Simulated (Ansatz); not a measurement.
`CB(N)[TeH]` and `CB(N)[SiH2]O` differ in one atom or group.

Ansatz, PBE0-D4/def2-TZVP geometries, multiplicity 1. Each molecule was computed in one conformer, which needn't be the lowest.

Elements past krypton have def2 core potentials.  Spin–orbit coupling is left out; it splits and shifts lone-pair levels of the heavy atoms by tenths of an eV.

```
                                          property  `CB(N)[TeH]`
                 HOMO energy (PBE/def2-TZVPP) / eV         -5.13
               LUMO energy (B3LYP/def2-TZVPP) / eV         -0.37
                LUMO energy (PBE0/def2-TZVPP) / eV         -0.12
                 LUMO energy (PBE/def2-TZVPP) / eV         -0.94
size of the dipole moment (ωB97M-V/def2-TZVPP) / D          2.56
  size of the dipole moment (B3LYP/def2-TZVPP) / D          2.45
```

Q: What does the change do to each property? (An estimate is asked.)

A: Computed: 
```
                                          property  `CB(N)[SiH2]O`  shift
                 HOMO energy (PBE/def2-TZVPP) / eV           -5.96  -0.83
               LUMO energy (B3LYP/def2-TZVPP) / eV           -0.72  -0.35
                LUMO energy (PBE0/def2-TZVPP) / eV           -0.51  -0.39
                 LUMO energy (PBE/def2-TZVPP) / eV           -1.41  -0.47
size of the dipole moment (ωB97M-V/def2-TZVPP) / D            3.20   0.64
  size of the dipole moment (B3LYP/def2-TZVPP) / D            3.17   0.72
```

With PBE0 the HOMO falls by 1.11 eV and the LUMO falls by 0.39 eV, so the gap widens by about 0.72 eV. PBE moves the HOMO by -0.83 eV and ωB97M-V by -1.21 eV. Dipoles are sizes alone; their direction can turn.

B3LYP here is the variant with VWN-RPA as its local correlation; programs differ in this.
